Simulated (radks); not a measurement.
Values are calculated unless marked as measured or tabulated.
Isoelectronic series with 43 electrons, all held in the configuration [Kr] 4d5 5s2, which need not be the ground one along the series. Level of theory: scalar-relativistic Kohn-Sham, r2SCAN, spin-polarised, spherical densities, finite nucleus; open shells are filled with parallel spins first (spin-orbit coupling, left out, can overturn this in heavy ions); meta-GGA in the generalised Kohn-Sham scheme; Fermi nuclear charge, rms radius of each element as measured or else 0.836 A^(1/3) + 0.57 fm (a radial shooting solver on a logarithmic mesh with Libxc functionals). Total energies (hartree) and mean radii <r> (bohr):

Tc: E (hartree) -4286.32772; 5s down 3.655; 5s up 3.135; 4d up 1.682; 4p down 1.168
Ru+: E (hartree) -4530.98462; 5s down 2.998; 5s up 2.740; 4d up 1.481; 4p down 1.110
Rh2+: E (hartree) -4783.33069; 5s down 2.617; 5s up 2.456; 4d up 1.338; 4p down 1.055
Pd3+: E (hartree) -5043.37092; 5s down 2.351; 5s up 2.239; 4d up 1.228; 4p down 1.006
Ag4+: E (hartree) -5311.12572; 5s down 2.149; 5s up 2.065; 4d up 1.139; 4p down 0.9600
Cd5+: E (hartree) -5586.61708; 5s down 1.987; 5s up 1.922; 4d up 1.065; 4p down 0.9182
In6+: E (hartree) -5869.88019; 5s down 1.853; 5s up 1.800; 4d up 1.002; 4p down 0.8798
Sn7+: E (hartree) -6160.94428; 5s down 1.739; 5s up 1.695; 4d up 0.9473; 4p down 0.8445
Sb8+: E (hartree) -6459.84805; 5s down 1.641; 5s up 1.604; 4d up 0.8992; 4p down 0.8120
Te9+: E (hartree) -6766.62756; 5s down 1.554; 5s up 1.523; 4d up 0.8563; 4p down 0.7818
I10+: E (hartree) -7081.33149; 5s down 1.478; 5s up 1.451; 4d up 0.8179; 4p down 0.7539
Xe11+: E (hartree) -7403.99699; 5s down 1.409; 5s up 1.385; 4d up 0.7831; 4p down 0.7279
Cs12+: E (hartree) -7734.6744; 5s down 1.348; 5s up 1.326; 4d up 0.7515; 4p down 0.7037
Ba13+: E (hartree) -8073.4082; 5s down 1.292; 5s up 1.273; 4d up 0.7226; 4p down 0.6811
La14+: E (hartree) -8420.2525; 5s down 1.240; 5s up 1.223; 4d up 0.6960; 4p down 0.6598
Ce15+: E (hartree) -8775.2569; 5s down 1.193; 5s up 1.178; 4d up 0.6714; 4p down 0.6399
Pr16+: E (hartree) -9138.4777; 5s down 1.150; 5s up 1.136; 4d up 0.6486; 4p down 0.6211
Nd17+: E (hartree) -9509.9691; 5s down 1.110; 5s up 1.097; 4d up 0.6275; 4p down 0.6034
